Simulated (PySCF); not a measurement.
Input for PySCF: D3(BJ) and D4 dispersion corrections on HF (SMILES F).

```python
from pyscf import gto
from pyscf.dispersion import dftd3, dftd4

mol = gto.M(
    atom='''
    F    -0.00000000    0.00000000    0.46222970
    H     0.00000000   -0.00000000   -0.46222970
    ''',
    basis='def2-svp',
    charge=0, spin=0, verbose=0, max_memory=1800)
d3, d4 = {}, {}
for xc in ['hf', 'pbe', 'blyp', 'revpbe', 'tpss', 'r2scan', 'b3lyp', 'pbe0', 'bhlyp', 'camb3lyp', 'b2plyp']:
    d3[xc] = float(dftd3.DFTD3Dispersion(mol, xc=xc, version='d3bj', atm=False).get_dispersion()['energy'])
    print(f'D3(BJ) {xc:10s} {d3[xc]:14.8f} Eh')
for xc in ['hf', 'pbe', 'blyp', 'revpbe', 'tpss', 'r2scan', 'b3lyp', 'pbe0', 'bhlyp', 'camb3lyp', 'b2plyp']:
    d4[xc] = float(dftd4.DFTD4Dispersion(mol, xc={'camb3lyp': 'cam-b3lyp'}.get(xc, xc), atm=True).get_dispersion()['energy'])
    print(f'D4     {xc:10s} {d4[xc]:14.8f} Eh')
```

The log:

```
D3(BJ) hf            -0.00144826 Eh
D3(BJ) pbe           -0.00011325 Eh
D3(BJ) blyp          -0.00022573 Eh
D3(BJ) revpbe        -0.00033590 Eh
D3(BJ) tpss          -0.00013210 Eh
D3(BJ) r2scan        -0.00002667 Eh
D3(BJ) b3lyp         -0.00018000 Eh
D3(BJ) pbe0          -0.00008692 Eh
D3(BJ) bhlyp         -0.00012796 Eh
D3(BJ) camb3lyp      -0.00006631 Eh
D3(BJ) b2plyp        -0.00007317 Eh
D4     hf            -0.00035469 Eh
D4     pbe           -0.00006967 Eh
D4     blyp          -0.00016855 Eh
D4     revpbe        -0.00034659 Eh
D4     tpss          -0.00009502 Eh
D4     r2scan        -0.00001683 Eh
D4     b3lyp         -0.00010997 Eh
D4     pbe0          -0.00005567 Eh
D4     bhlyp         -0.00006356 Eh
D4     camb3lyp      -0.00005298 Eh
D4     b2plyp        -0.00004760 Eh
```

The run finished.

Cost: roughly 0.010 core-seconds.
